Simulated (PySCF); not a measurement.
## How exact exchange moves a shielding

Molecule: SMILES C#CC[C@@H]1C[SiH2]1, C$_{5}$H$_{8}$Si.

Geometry (Å), atoms numbered from 1 in this order:
```xyz
14

C     3.003   -0.594    0.653
C     1.804   -0.565    0.824
C     0.360   -0.517    1.013
C    -0.324    0.560    0.187
C    -1.847    0.473    0.006
Si   -0.873    0.275   -1.573
H     4.066   -0.618    0.504
H    -0.065   -1.507    0.766
H     0.141   -0.361    2.086
H     0.048    1.568    0.410
H    -2.331   -0.418    0.425
H    -2.425    1.385    0.188
H    -0.741   -1.089   -2.142
H    -0.821    1.392   -2.548
```

GIAO shieldings (ppm, equivalent atoms averaged) in PySCF on the PBE0-D3(BJ)/def2-SVP geometry, basis pcSseg-1, gas phase, non-relativistic:

```tsv
functional	exact exchange (%)	σ(C3)	σ(C4)	σ(C5)	σ(Si6)
BLYP	0	148.2	163.2	174.6	461.1
BP86	0	153.2	168.2	178.7	470.2
PBE	0	153.5	168.5	179.1	471.5
B3LYP	20	154.0	169.4	179.8	472.6
PBE0	25	160.0	175.6	184.9	485.1
mPW1PW91	25	159.3	174.8	184.0	482.8
HF	100	171.9	188.5	196.1	516.4
```

Question: Fit each shielding as a line in the percentage of exact exchange.

Answer: σ(C3) = 152.2 + 0.20 x (rms 2.3 ppm); σ(C4) = 167.3 + 0.22 x (rms 2.3 ppm); σ(C5) = 177.9 + 0.19 x (rms 1.9 ppm); σ(Si6) = 468.0 + 0.49 x (rms 4.2 ppm). The functionals also differ in their semilocal parts, which the line can't hold; Hartree–Fock has no correlation at all.

Question: What does the line predict for BHandHLYP (50 %), and what does the run give?

Answer: σ(C3): 162.2 predicted, 161.2 computed; σ(C4): 178.3 predicted, 177.2 computed; σ(C5): 187.4 predicted, 186.4 computed; σ(Si6): 492.5 predicted, 488.8 computed ppm.
